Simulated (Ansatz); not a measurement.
LiCoO₂, relaxed as a singlet with RKS PBE0-D4/def2-TZVP in Ansatz, starting from the GFN1-xTB geometry. Force threshold 0.02 eV/Å.

The structure holds 1 bond(s) between oxygen atoms. The restricted singlet is unstable towards broken spin symmetry at other levels; at PBE0-D4/def2-TZVP this wasn't settled. The relaxation made no stability test and no search for a lower SCF solution. No other spin state of charge 0 was run. Another isomer (quintet) lies 3.32 eV lower at PBE0-D4/def2-TZVP; other spin states weren't run for this one.

Start:

Cartesian coordinates in Å:
```
Li 0.420 1.755 0.639
Co 0.434 -1.551 0.060
O -0.077 0.390 0.012
O -0.778 -0.594 -0.711
```

Problem. Estimate the energy that the relaxation releases and the steps that it takes.

Solution. 28.7 kcal/mol, in 20 steps; 23 s on 4 threads of Arm Neoverse V2 on a shared host. No frequencies were taken in this run, so the end may be a saddle point.

Problem. Does the start keep its bonding and symmetry?

Solution. Bonds formed: Li1–O4 (atoms count from 1). Metal–metal contacts that move far: Li1–Co2 3.36 to 2.47 Å. Point group Cs at the start, Cs at the end, both within 0.05 Å.

Problem. Predict the relaxed structure.

Solution. 
```xyz
4

Li    0.293    1.287   -0.215
Co    0.579   -1.155   -0.415
O    -0.011   -0.064    0.903
O    -0.860   -0.067   -0.273
```
Bond lengths (bridged metal pairs left out): 2 × Co–O 1.81 Å; 2 × Li–O 1.78 Å; 1 × O–O 1.45 Å.
